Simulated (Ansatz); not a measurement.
Geometry optimisation, RKS revPBE-D4/def2-SVP (Ansatz).

Input:

```yaml
crystal:
  periodic: [false, false, false]
  atoms:
    - { symbol: Cu, position_ang: [-0.0055, 0.0515, -2.7326] }
    - { symbol: C, position_ang: [-0.3079, -0.2544, 0.188] }
    - { symbol: S, position_ang: [0.1486, 1.1034, 1.2708] }
    - { symbol: H, position_ang: [0.0, -0.0253, -0.9603] }
    - { symbol: H, position_ang: [-1.3887, -0.365, 0.2122] }
    - { symbol: H, position_ang: [0.1775, -1.1834, 0.4627] }
    - { symbol: H, position_ang: [1.376, 0.6732, 1.5592] }
total_charge: 1
basis:
  gaussian: { orbitals: def2-SVP }
hamiltonian:
  xc: revpbe
  dispersion: d4
relax:
  f_tol: 0.02
  max_steps: 40
scf:
  lower_state_search: "off"
output:
  orbitals: {}
```

Launched with:

```bash
$ ansatz run input.yaml --threads 1 --pin off --max-ram 2048MiB --backend cpu --events-out ev --progress --plain --runs-dir out
```

Question: Where does it end, and by what steps?

Answer: The forces met the threshold. The force dipped under the threshold on the way, but the program's further checks kept it going. After 11 steps the energy has fallen by 0.204 eV; Cu1 moved furthest, 0.81 Å. Joined: Cu1–C2 (2.95 → 2.23 Å).

```
step  energy less start (eV)  largest force component (eV/Å)  accepted
   0                  0.0000                           1.061       yes
   1                 -0.0673                           0.279       yes
   2                 -0.0963                           0.208       yes
   3                 -0.1192                           0.359       yes
   4                 -0.1347                           0.366       yes
   5                 -0.1519                           0.397       yes
   6                 -0.1763                           0.440       yes
   7                 -0.1737                           0.545        no
   8                 -0.2011                           0.187       yes
   9                 -0.2031                           0.058       yes
  10                 -0.2036                           0.019       yes
  11                 -0.2038                           0.019       yes
```

```xyz
7
Properties=species:S:1:pos:R:3
Cu -0.565 0.052 -2.145
C -0.155 -0.267 0.028
S -0.042 1.022 1.300
H 0.624 -0.063 -0.807
H -1.240 -0.305 -0.281
H 0.087 -1.294 0.370
H 1.291 0.854 1.535
```

Time of the run: 21 s on 1 thread of Arm Neoverse V2, on a shared host, peak memory 0.12 GiB.
